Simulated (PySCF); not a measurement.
Ge(H)3(NMe2) (C₂H₉GeN), SMILES C[N](C)[GeH3].

Geometry optimised at TPSSh-D3(BJ)/def2-SVP.

All values below come from TPSSh-D3(BJ)/def2-SVP in PySCF 2.14.0.

Frequencies are harmonic and unscaled.

Computed vibrational spectrum:
| mode | ν (cm⁻¹) | IR (km/mol) | Raman (Å⁴/amu) | depolarisation | moving atoms (share of kinetic energy) |
|---|---|---|---|---|---|
| 1 | 128 | 0.2 | 0.5 | 0.75 | H 90 %, C 9 % |
| 2 | 152 | 2.5 | 1.1 | 0.47 | H 55 %, N 34 % |
| 3 | 235 | 0.2 | 0.4 | 0.75 | H 93 % |
| 4 | 244 | 0.0 | 0.2 | 0.75 | H 40 %, C 38 %, N 16 % |
| 5 | 248 | 3.5 | 0.3 | 0.53 | H 74 %, N 18 % |
| 6 | 322 | 4.1 | 2.0 | 0.42 | C 44 %, H 34 %, Ge 18 % |
| 7 | 576 | 19.8 | 9.7 | 0.12 | C 34 %, N 29 %, H 22 %, Ge 15 % |
| 8 | 612 | 54.6 | 16.0 | 0.63 | H 87 %, N 8 % |
| 9 | 627 | 36.6 | 8.4 | 0.75 | H 87 % |
| 10 | 844 | 141.7 | 12.2 | 0.75 | H 96 % |
| 11 | 877 | 158.2 | 26.1 | 0.73 | H 96 % |
| 12 | 896 | 43.2 | 25.2 | 0.75 | H 99 % |
| 13 | 998 | 41.5 | 10.6 | 0.71 | C 39 %, H 36 %, N 25 % |
| 14 | 1084 | 4.2 | 4.3 | 0.75 | H 71 %, C 25 % |
| 15 | 1117 | 2.8 | 3.9 | 0.75 | H 80 %, C 19 % |
| 16 | 1163 | 3.8 | 1.3 | 0.02 | H 70 %, C 19 %, N 11 % |
| 17 | 1234 | 81.4 | 0.8 | 0.75 | N 58 %, C 30 %, H 12 % |
| 18 | 1285 | 17.4 | 4.6 | 0.19 | H 42 %, N 34 %, C 23 % |
| 19 | 1438 | 3.7 | 14.6 | 0.75 | H 87 %, C 12 % |
| 20 | 1463 | 7.6 | 6.7 | 0.75 | H 87 %, C 13 % |
| 21 | 1470 | 5.8 | 31.6 | 0.75 | H 96 % |
| 22 | 1480 | 17.7 | 4.8 | 0.68 | H 93 % |
| 23 | 1500 | 14.7 | 4.2 | 0.75 | H 96 % |
| 24 | 1515 | 0.7 | 28.1 | 0.72 | H 96 % |
| 25 | 2082 | 187.8 | 175.7 | 0.26 | H 99 % |
| 26 | 2158 | 92.2 | 197.6 | 0.07 | H 99 % |
| 27 | 2167 | 137.8 | 93.2 | 0.75 | H 98 % |
| 28 | 2934 | 64.9 | 35.7 | 0.75 | H 96 % |
| 29 | 2940 | 154.3 | 265.0 | 0.10 | H 95 % |
| 30 | 3020 | 104.7 | 276.5 | 0.35 | H 92 % |
| 31 | 3025 | 9.1 | 26.5 | 0.75 | H 92 %, C 8 % |
| 32 | 3099 | 20.3 | 45.0 | 0.75 | H 91 %, C 9 % |
| 33 | 3100 | 26.1 | 79.6 | 0.65 | H 91 %, C 9 % |
